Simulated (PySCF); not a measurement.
Two species compared at the same levels of theory.

First species: C7H6NP.
Structure used (GFN2-xTB), in Å, numbered top down from 1:
```xyz
15
C7H6NP angstrom
C     -2.1973   -0.7141    0.0726
C     -0.8899    0.0212    0.0406
C     -0.8891    1.4060    0.0254
P      0.5000    2.4429   -0.0346
C      1.7606    1.2585   -0.0663
C      1.5492   -0.1146   -0.0474
C      2.6851   -0.9624   -0.0816
N      3.6047   -1.6460   -0.1105
C      0.2904   -0.7106    0.0036
H     -2.9729   -0.1123    0.5404
H     -2.1020   -1.6524    0.6146
H     -2.5142   -0.9435   -0.9456
H     -1.8489    1.9089    0.0543
H      2.7819    1.6171   -0.1028
H      0.2381   -1.7906    0.0153
```

Second species: 1-pyrroline, C4H7N.
SMILES: `C1C=NCC1`

Levels: CAM-B3LYP/def2-SVPD for dipole moment, HOMO energy, LUMO energy, HOMO–LUMO gap, static isotropic polarisability and electronic spatial extent ⟨r²⟩ about the centre of nuclear charge; TDDFT CAM-B3LYP/def2-SVPD for lowest singlet excitation; TDA CAM-B3LYP/def2-SVPD for lowest triplet excitation (Tamm–Dancoff); GFN2-xTB for rotational constant A and rotational constant C. Geometries: GFN2-xTB. Each structure is a single optimised conformer of the isolated species, non-relativistic unless stated; the electronic structure was computed with PySCF and density fitting.

Values for the first species:

| Item | Value |
| --- | --- |
| Dipole moment | 4.42 D |
| HOMO energy | -8.80 eV |
| LUMO energy | -1.14 eV |
| HOMO–LUMO gap | 7.66 eV |
| Lowest singlet excitation | 4.60 eV |
| Lowest triplet excitation (Tamm–Dancoff) | 3.16 eV |
| Static isotropic polarisability | 109.6 au |
| Electronic spatial extent ⟨r²⟩ about the centre of nuclear charge | 1446 bohr² |
| Rotational constant A | 2.086 GHz |
| Rotational constant C | 0.748 GHz |

**Question.** Estimate the same properties for the second species, and the change in each.

**Answer.** 
| property | first | second | second less first |
| --- | --- | --- | --- |
| dipole moment | 4.42 D | 2.21 D | -2.21 D |
| HOMO energy | -8.80 eV | -8.78 eV | +0.02 eV |
| LUMO energy | -1.14 eV | 1.35 eV | +2.49 eV |
| HOMO–LUMO gap | 7.66 eV | 10.13 eV | +2.47 eV |
| lowest singlet excitation | 4.60 eV | 5.51 eV | +0.91 eV |
| lowest triplet excitation (Tamm–Dancoff) | 3.16 eV | 4.67 eV | +1.51 eV |
| static isotropic polarisability | 109.6 au | 51.2 au | -58.4 au |
| electronic spatial extent ⟨r²⟩ about the centre of nuclear charge | 1446 bohr² | 353 bohr² | -1093 bohr² |
| rotational constant A | 2.086 GHz | 7.847 GHz | +5.761 GHz |
| rotational constant C | 0.748 GHz | 4.130 GHz | +3.382 GHz |

On the first: S1 lies 3.06 eV below the HOMO–LUMO gap; its leading configuration is HOMO→LUMO+1, weight 0.34, beside HOMO−1→LUMO, weight 0.33. The principal polarisabilities are 65.3, 121.2 and 142.2 au; their mean is the isotropic value.

On the second: S1 lies 4.62 eV below the HOMO–LUMO gap. The principal polarisabilities are 41.4, 51.8 and 60.3 au; their mean is the isotropic value.
